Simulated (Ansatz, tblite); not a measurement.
Forces on Li₅Sn⁻ at its r2SCAN-D4/def2-TZVPD geometry. The state is a singlet with charge -1.

In the def2 sets Sn takes a core potential; there is no spin–orbit coupling. The xTB rows come from tblite. At PBE-D4/def2-TZVPD the highest occupied level of the charge -1 singlet lies above zero (up to 0.38 eV). Its loss leaves the charge 0 doublet, which lies 0.88 eV higher (vertical, at PBE-D4/def2-TZVPD), but this difference is unsure: the doublet is doubtful (geometry relaxed on an unsound state). The geometry of the singlet was relaxed on an unsound state (restricted singlet, unstable towards broken spin symmetry). The structure comes from a short search, and lower isomers may exist.

GFN1-xTB (tblite), largest force 1.69 eV/Å:

```xyz
6
positions Å, forces eV/Å
Li    1.306    1.839    1.004   -0.226   -0.159   -0.499
Li   -1.374   -1.928   -0.709    0.342    0.408   -0.221
Li    1.990   -1.464    0.091   -0.329    0.303   -0.354
Li   -2.038    1.372    0.195    0.436   -0.063   -0.368
Li    0.305    0.485   -1.547    0.005    0.050   -0.142
Sn   -0.188   -0.305    0.966   -0.229   -0.539    1.583
```

GFN2-xTB (tblite), largest force 0.67 eV/Å:

```
Li 0.116 0.145 -0.019
Li -0.087 -0.083 -0.127
Li 0.148 -0.053 -0.068
Li -0.130 0.108 -0.079
Li 0.065 0.102 -0.330
Sn -0.112 -0.219 0.622
```

PBE-D4/def2-TZVPD (Ansatz), largest force 0.14 eV/Å:

```
Li 0.015 0.020 -0.033
Li 0.006 0.008 -0.036
Li 0.009 0.008 -0.033
Li -0.005 0.019 -0.035
Li -0.002 -0.003 0.010
Sn -0.023 -0.053 0.127
```
